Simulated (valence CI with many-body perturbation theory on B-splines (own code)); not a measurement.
**Hyperfine factors and g values of Sb46+**

Computed by configuration interaction combined with many-body perturbation theory (CI+MBPT): three valence electrons over a frozen Dirac-Fock core [He], a basis of 11 s, 11 p, 9 d, 7 f, 5 g, 2 h, 1 i functions for each j, with the one-electron correlation potential Σ1 (screened to all orders), the two-electron term Σ2, the three-electron term Σ3, Breit, model QED; selected single and double excitations, second order for the rest (own B-spline code, finite nucleus).

The last digits are not significant, and no measured levels were compared; by estimate large intervals hold to a few tenths of a per cent, small ones and those within an open d or f shell to about a per cent.

A/g_I is the dipole constant over the nuclear g factor μ/I (μ in nuclear magnetons, uniformly magnetised nucleus), B/Q the quadrupole constant per barn. Both hold the static response of the core; the bare values leave it out. Large factors of s and p1/2 electrons are usually good to 5 to 10 %; those of open d and f shells near neutrality can be off by tens of per cent, and small factors of p3/2, d and f electrons come from cancelling terms and can be off by a factor of two or in sign, in half-filled shells by more. B is blank for J = 1/2, where it vanishes, and for nearly pure S terms. Energies count from the lowest level.

Levels are named by their leading jj configuration (3d3/2^4 stands for four electrons in 3d with j = 3/2), which in mixed levels can hold well under half, so a name can repeat and another be missing. Letters in brackets count levels of one name in rising energy.

| Level | E (eV) | g | A/g_I (MHz) | A/g_I bare | B/Q (MHz/b) | B/Q bare |
| --- | --- | --- | --- | --- | --- | --- |
| (2s^2 2p1/2) J=1/2 | 0.0 | 0.644 | 1660000 | 1640000 |  |  |
| (2s 2p1/2^2) J=1/2 | 149.7 | 2.212 | 4900000 | 4840000 |  |  |
| (2s^2 2p3/2) J=3/2 | 278.9 | 1.317 | 258000 | 265000 | 491000 | 492000 |
| (2s 2p1/2 2p3/2) J=3/2 [a] | 383.6 | 1.663 | 1300000 | 1290000 | 388000 | 389000 |
| (2s 2p1/2 2p3/2) J=5/2 | 413.4 | 1.363 | 1490000 | 1480000 | 297000 | 298000 |
| (2s 2p1/2 2p3/2) J=3/2 [b] | 460.4 | 0.959 | 12400 | 25400 | 327000 | 327000 |
| (2s 2p1/2 2p3/2) J=1/2 | 461.6 | 1.201 | -1560000 | -1520000 |  |  |
| (2p1/2^2 2p3/2) J=3/2 | 622.2 | 1.371 | 226000 | 242000 | 444000 | 445000 |
| (2s 2p3/2^2) J=5/2 | 680.7 | 1.403 | 1250000 | 1240000 | 192000 | 192000 |
| (2s 2p3/2^2) J=1/2 | 749.6 | 1.869 | 5110000 | 5030000 |  |  |
| (2s 2p3/2^2) J=3/2 | 750.7 | 1.196 | -701000 | -674000 | -129000 | -130000 |
| (2p1/2 2p3/2^2) J=3/2 | 871.8 | 1.434 | -33800 | -14800 | 71500 | 71700 |
| (2p1/2 2p3/2^2) J=5/2 | 890.6 | 1.183 | 526000 | 533000 | -2120 | -2120 |
| (2p1/2 2p3/2^2) J=1/2 | 926.5 | 0.644 | 1660000 | 1640000 |  |  |
| (2p3/2^3) J=3/2 | 1181.8 | 1.282 | 253000 | 265000 | -514000 | -515000 |
| (2s^2 3s) J=1/2 | 4560.4 | 1.993 | 1500000 | 1490000 |  |  |
| (2s^2 3p1/2) J=1/2 | 4612.8 | 0.670 | 484000 | 480000 |  |  |
| (2s 2p1/2 3s) J=1/2 [a] | 4662.8 | 2.398 | 2910000 | 2870000 |  |  |
| (2s 2p1/2 3s) J=3/2 | 4675.7 | 1.517 | 2190000 | 2160000 | -28700 | -28800 |
| (2s 2p1/2 3s) J=1/2 [b] | 4698.7 | 0.741 | 2550000 | 2520000 |  |  |
| (2s^2 3p3/2) J=3/2 | 4700.6 | 1.389 | 626000 | 622000 | 73700 | 73800 |
| (2s 2p1/2 3p1/2) J=1/2 [a] | 4707.2 | 0.260 | -324000 | -314000 |  |  |
| (2s 2p1/2 3p1/2) J=3/2 | 4723.5 | 1.082 | 2080000 | 2050000 | -66200 | -66300 |
| (2s^2 3d3/2) J=3/2 | 4738.3 | 0.850 | 365000 | 362000 | 103 | 319 |
| (2s 2p1/2 3p1/2) J=1/2 [b] | 4750.8 | 2.018 | 5110000 | 5040000 |  |  |
| (2s^2 3d5/2) J=5/2 | 4759.5 | 1.195 | 32300 | 32100 | 38600 | 39000 |
| (2s 2p1/2 3p3/2) J=3/2 [a] | 4797.5 | 1.408 | 279000 | 279000 | 136000 | 136000 |
| (2s 2p1/2 3p3/2) J=1/2 | 4811.1 | 1.350 | -1540000 | -1510000 |  |  |
| (2s 2p1/2 3p3/2) J=5/2 | 4817.4 | 1.344 | 1370000 | 1360000 | 43900 | 43900 |
| (2s 2p1/2 3p3/2) J=3/2 [b] | 4820.5 | 1.245 | 755000 | 749000 | 101000 | 101000 |
| (2s 2p1/2 3d3/2) J=3/2 [a] | 4828.1 | 0.551 | -458000 | -449000 | 35800 | 36100 |
| (2s 2p1/2 3d3/2) J=5/2 | 4846.4 | 1.042 | 1150000 | 1140000 | -41900 | -41700 |
| (2s 2p1/2 3d3/2) J=1/2 | 4858.0 | 0.415 | -1910000 | -1890000 |  |  |
| (2s 2p1/2 3d3/2) J=3/2 [b] | 4860.6 | 1.242 | 1190000 | 1180000 | 62500 | 62600 |
| (2s 2p1/2 3d5/2) J=5/2 [a] | 4861.1 | 1.341 | 527000 | 519000 | 25600 | 25900 |
| (2p1/2^2 3s) J=1/2 | 4863.7 | 1.941 | 881000 | 873000 |  |  |
| (2s 2p1/2 3d5/2) J=7/2 | 4877.9 | 1.246 | 973000 | 961000 | -71400 | -71200 |
| (2s 2p1/2 3d5/2) J=3/2 | 4888.3 | 1.051 | -1070000 | -1050000 | 6770 | 7000 |
| (2s 2p1/2 3d5/2) J=5/2 [b] | 4888.4 | 1.045 | 119000 | 119000 | 103000 | 104000 |
| (2p1/2^2 3p1/2) J=1/2 | 4900.0 | 0.637 | 238000 | 237000 |  |  |

**Question.** Take the isotope of mass number 121, with I = 5/2, μ = 3.358 μN and Q = -0.543 b. What is the hyperfine structure of (2s 2p1/2^2) J=1/2?

**Answer.** From the table A = 6590000 MHz. Shifts from the centre of gravity in MHz: F = 2: -1.15e+07, F = 3: 8240000.
